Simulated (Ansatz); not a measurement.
Born–Oppenheimer molecular dynamics of Cl2FHSi (5 atoms, charge 0, multiplicity 1). It starts at the highest image of a converged band. Of that band: Neighbouring images differ by up to 1.3 eV, so the band resolves the path poorly. A vibrational analysis at the climbing image gives one clearly imaginary mode, 767i cm⁻¹: a first-order saddle point.

Theory: RKS PBE/def2-SVP (Ansatz).

| Item | Value |
| --- | --- |
| ensemble | NVE (velocity Verlet) |
| time step | 0.5 fs |
| steps asked | 200 |
| starting velocities drawn for | 100 K |
| seed | 11807 |

First frame:

```xyz
5
Properties=species:S:1:pos:R:3
Si -0.382 -0.015 0.344
H 0.842 0.033 1.433
Cl 2.148 -0.050 0.486
F -0.604 1.274 -0.632
Cl -0.829 -1.683 -0.800
```

Task: How far do the bonds stretch over the last three quarters of this one trajectory? (Pairs bonded in most of those frames.)

Result: 
| bond | mean (Å) | spread (Å) | shortest | longest |
| --- | --- | --- | --- | --- |
| Si1–H2 | 1.594 | 0.110 | 1.39 | 1.80 |
| Si1–Cl3 | 2.145 | 0.148 | 1.88 | 2.41 |
| Si1–F4 | 1.632 | 0.026 | 1.59 | 1.68 |
| Si1–Cl5 | 2.092 | 0.071 | 1.98 | 2.22 |

Pairs bonded in part of these frames only: Si1–H2 95 %.

Mean temperature of the second half: 2996 K. The conserved energy stayed within 0.38 meV per atom of its start (net change 0.006 meV per atom), so the integration is sound. The kinetic energy rose, since the run started high on the potential surface and went downhill. A run of 0.1 ps of so small a system gives no equilibrium averages. The orbitals stay closed-shell, which can raise the energy where a bond breaks towards radicals; this wasn't checked here.

Run time: 5.7 min on 1 thread of Arm Neoverse V1, with other jobs on the host, peak memory 0.12 GiB.
